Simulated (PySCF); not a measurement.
C₅H₆BFO.
Atom-mapped SMILES: `[CH3:1][B:2]([CH3:3])[c:4]1[c:5]([F:6])[c:7]1=[O:8]` (hydrogens: H9, H10, H11 on C1; H12, H13, H14 on C3)

Method: PBE0-D3(BJ)/def2-SVP geometry optimisation, gas phase (PySCF); density fitting, grid level 2; the optimiser is geomeTRIC in internal coordinates, started from a GFN2-xTB structure.

Step 2: E = -10701.3207 eV
```
atom  x, y, z in Å  |  force x, y, z in eV/Å
C1     -1.0578    1.3964   -0.4555    0.005   0.004  -0.053
B2     -0.4583    0.0350    0.0425   -0.003   0.098  -0.039
C3     -1.3626   -1.1988    0.3657   -0.005  -0.058   0.049
C4      1.0793   -0.0860    0.1465    0.002  -0.024   0.049
C5      2.2934    0.0894    0.6847    0.024   0.052  -0.052
F6      2.8617    0.5910    1.7500   -0.025  -0.047   0.038
C7      2.3211   -0.5087   -0.5736   -0.037   0.014  -0.028
O8      2.7899   -0.9911   -1.5608    0.008  -0.019   0.017
H9     -0.3541    2.0470   -0.9932   -0.004   0.000   0.002
H10    -1.9738    1.2660   -1.0532    0.001  -0.017   0.022
H11    -1.3665    1.9413    0.4583    0.009  -0.010   0.014
H12    -1.4181   -1.7815   -0.5753    0.009   0.004  -0.005
H13    -0.9599   -1.8823    1.1271    0.009   0.002  -0.005
H14    -2.3959   -0.9196    0.6204    0.006   0.002  -0.009
```

Step 3: E = -10701.3240 eV
```
atom  x, y, z in Å  |  force x, y, z in eV/Å
C1     -1.0673    1.4059   -0.4728    0.001  -0.057   0.007
B2     -0.4603    0.0523    0.0348   -0.013  -0.037   0.000
C3     -1.3470   -1.1932    0.3749    0.006   0.037  -0.004
C4      1.0743   -0.0786    0.1438    0.062   0.108  -0.018
C5      2.2873    0.0714    0.6919    0.000  -0.021   0.023
F6      2.8479    0.5191    1.7860   -0.019  -0.012  -0.024
C7      2.3139   -0.4985   -0.5801   -0.014  -0.026   0.036
O8      2.7833   -0.9768   -1.5687    0.008   0.005  -0.020
H9     -0.3741    2.0553   -1.0250   -0.005  -0.008  -0.003
H10    -1.9930    1.2617   -1.0509   -0.002   0.007  -0.002
H11    -1.3634    1.9523    0.4440    0.000   0.020   0.013
H12    -1.3921   -1.7830   -0.5617   -0.002  -0.015  -0.013
H13    -0.9271   -1.8619    1.1402   -0.010   0.008   0.000
H14    -2.3839   -0.9279    0.6274   -0.012  -0.011   0.007
```

Step 4: E = -10701.3245 eV
```
atom  x, y, z in Å  |  force x, y, z in eV/Å
C1     -1.0705    1.4032   -0.4747    0.007  -0.009   0.008
B2     -0.4576    0.0544    0.0337   -0.026  -0.060   0.015
C3     -1.3467   -1.1891    0.3755    0.017   0.010  -0.011
C4      1.0779   -0.0757    0.1433    0.015   0.102  -0.043
C5      2.2902    0.0675    0.6938   -0.003  -0.029   0.036
F6      2.8477    0.5033    1.7937    0.000   0.002  -0.013
C7      2.3170   -0.4949   -0.5815   -0.009  -0.032   0.018
O8      2.7866   -0.9697   -1.5719    0.003   0.012  -0.009
H9     -0.3821    2.0514   -1.0339   -0.002   0.004  -0.007
H10    -1.9997    1.2555   -1.0462    0.000   0.004  -0.001
H11    -1.3613    1.9536    0.4422    0.005   0.010  -0.002
H12    -1.3901   -1.7824   -0.5597    0.000  -0.007   0.001
H13    -0.9287   -1.8552    1.1437   -0.007  -0.004   0.005
H14    -2.3844   -0.9240    0.6256    0.000  -0.002   0.001
```

**Question.** Estimate the geometry and energy of step 5. (The exact step hangs on the optimiser's Hessian estimate; all steps are aligned on step 4, rigid shifts and turns removed.)

**Answer.** E = -10701.3251 eV, largest force 0.090 eV/Å
```
atom  x, y, z in Å  |  force x, y, z in eV/Å
C1     -1.0723    1.4025   -0.4776   -0.006   0.023   0.005
B2     -0.4580    0.0558    0.0321   -0.010  -0.055   0.027
C3     -1.3450   -1.1882    0.3765    0.005  -0.011  -0.017
C4      1.0783   -0.0708    0.1426   -0.014   0.081  -0.036
C5      2.2897    0.0633    0.6971   -0.002  -0.045   0.015
F6      2.8471    0.4848    1.8021    0.006   0.016   0.003
C7      2.3166   -0.4897   -0.5825    0.001  -0.022   0.009
O8      2.7863   -0.9590   -1.5756    0.000   0.010  -0.002
H9     -0.3872    2.0459   -1.0462    0.003   0.004  -0.007
H10    -2.0067    1.2554   -1.0406   -0.002   0.001   0.002
H11    -1.3528    1.9605    0.4385    0.008  -0.003  -0.012
H12    -1.3845   -1.7872   -0.5557    0.002   0.003   0.012
H13    -0.9285   -1.8496    1.1495    0.002  -0.006   0.005
H14    -2.3845   -0.9260    0.6232    0.006   0.005  -0.005
```

The energy changes by -0.0006 eV. The first-order estimate −F·Δx gives -0.0007 eV and the mean of the old and new forces, exact on a quadratic surface, -0.0006 eV. The step makes an angle of 82° with the force vector and moves no atom by more than 0.020 Å.

What follows is the cost of the whole optimisation. The run took 1.8 min of wall time on Arm Neoverse V2, one thread, no GPU, on a shared host, and the process peaked at 0.71 GiB of memory.
